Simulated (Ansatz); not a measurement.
Ideal-gas functions of Al2FH3OSi (`O[SiH]1[AlH][Al]1[F]`) at 600 K and 1 bar, from an Ansatz frequency run at PBE0-D4/def2-TZVP.

Molar mass 120.07 g/mol, point group C1 (symmetry number 1), electronic degeneracy 1, moments of inertia 153.794, 333.626, 482.678 u Å². Harmonic wavenumbers (cm⁻¹, unscaled): 88, 125, 157, 207, 238, 298, 353, 405, 432, 461, 515, 762, 840, 908, 916, 1529, 1877, 3888.

Use S(trans) = R[1.5 ln M + 2.5 ln T − 1.1517]; rotational temperatures θ = 24.2544 K / I; S(rot) = R[ln(√π/σ · √(T³/θAθBθC)) + 1.5]; for each mode x = 1.438777 ν̃/T, S = R[x/(eˣ − 1) − ln(1 − e⁻ˣ)] and H = RT x/(eˣ − 1); 1 cm⁻¹ = 0.0119627 kJ/mol; R = 8.31446 J/(mol·K).

Q: By hand: the entropy, in J/(mol·K).

A: Translation 183.1. Rotation: θ = 0.1577, 0.0727, 0.0502 K, giving 128.0. Vibration, mode by mode: 21.27, 18.36, 16.49, 14.22, 13.09, 11.28, 9.94, 8.88, 8.38, 7.89, 7.07, 4.37, 3.77, 3.31, 3.26, 1.02, 0.51, 0.01, in all 153.1. Electronic 0.0. Sum 464.2 J/(mol·K).

Q: By hand: H − E and G − E in kJ/mol, counted from the electronic energy.

A: Zero-point energy ½ × 13999 × 0.0119627 = 83.7; thermal vibration 44.8; translation, rotation and pV give 4 RT = 20.0. H − E = 148.5 kJ/mol, and G − E = 148.5 − 600 × 464.2/1000 = -130.0 kJ/mol.

Vibration gives 33 % of the entropy, 39.6 J/(mol·K) of it from the modes under 150 cm⁻¹: soft modes count most, and the harmonic formula is weakest for them. The sum counts one conformer and one mirror image; others add a mixing term.
